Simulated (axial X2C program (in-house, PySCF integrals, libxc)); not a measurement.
## Which molecule has these constants?

Calculated with an in-house all-electron X2C program for linear molecules (integrals from PySCF), spin-free (one-electron X2C) or two-component (2c: spin–orbit coupling with atomic mean-field Coulomb and Gaunt terms, which also bring small scalar terms), in Dyall basis sets with cores contracted in-house; open shells are unrestricted.

A two-component PBE0 calculation in a Dyall 3-zeta basis gave Re = 1.315 Å, ωe = 1595.1 cm⁻¹, De = 4.69 eV, dipole magnitude 2.17 D, Ω = 2.

**Question.** Which molecule is it?
A. LiB
B. BC
C. BeB
D. BN
E. BO

**Answer.** D. The others have BO 1.200 Å and 1932.0 cm⁻¹ (Ω = 1/2); BC 1.478 Å and 1210.7 cm⁻¹ (Ω = 3/2); BeB 1.957 Å and 617.8 cm⁻¹ (Ω = 1/2); LiB 2.131 Å and 546.4 cm⁻¹ (Ω = 2).

Each entry is the lowest single determinant of a limited PBE0 search at one distance. De goes to single-determinant-based atoms at the same level (for ions the charge split of lowest energy) and is withheld (n/a) where an atom does not fit its ground term or J level. Main or longest-lived isotopes. One determinant is a doubtful description, or other states lie close, for BN, BC, BeB, LiB; these need not be ground states, and all values refer to the states named. Some open-shell Ω = 0 determinants are out of reach, so the Ω given for BN, LiB need not be the lowest component. With several unpaired electrons the Ω given is that of one determinant, not necessarily of the lowest component. Some light 2c atoms are not at their ground J level, so De misses part of their lowering (0.04 eV or less). The functionals have no current term, which raises determinants with orbital currents. Where the atoms have a lower orbital projection than the molecule, De at mean-field level may be about a tenth of an eV too small.
